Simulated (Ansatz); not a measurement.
Computed with Ansatz on PBE0-D4/def2-TZVP structures; ΔE is electronic, products minus reactants. CCSD(T)/CBS adds triple-zeta CCSD(T) − MP2 to the extrapolated MP2 energy (def2 sets, frozen cores). This one scheme is used for every species. Functionals use def2-TZVPP. For Br outer-core shells are correlated without core-valence functions, which leaves a few kJ/mol of doubt a bond. Scalar relativity is left out up to krypton. Each species was taken in one conformer, which may not be the lowest.

Reaction (ligand exchange at a B–C bond): `C=C(Br)BC` + `N[SiH3]` → `CBN[SiH3]` + `C=CBr`

```json
{"level": "r2SCANh", "ΔE (kcal/mol)": "-23.8"}
{"level": "HF/def2-QZVPP", "ΔE (kcal/mol)": "-24.4"}
```

(1) What does CCSD(T)/CBS give? (Best estimate.)

(2) What do rigid-rotor, harmonic-oscillator terms from PBE0-D4/def2-TZVP frequencies (298.15 K, 1 bar) make of the CCSD(T)/CBS value? (Best estimate.)

Largest T1 diagnostic among the species: 0.012.

Answers

(1) Computed: -23.6 kcal/mol. The listed levels differ from it by -0.2, -0.8 kcal/mol.

(2) The calculation gave: ΔZPE = +1.3 kcal/mol, ΔH = -22.8 kcal/mol, ΔS = -9 J/(mol·K), ΔG = -22.1 kcal/mol.

Leaving LDA and LC-ωPBE aside and taking each functional with its dispersion term where it has one, the values, not all of them listed here, spread over 1.8 kcal/mol, from CAM-B3LYP-D4 to B97M-V. LDA lies −0.8 kcal/mol from PBE without D4. At CCSD(T), def2-SVP lies −4.3 kcal/mol from the extrapolated value and def2-TZVPP −0.7 kcal/mol.
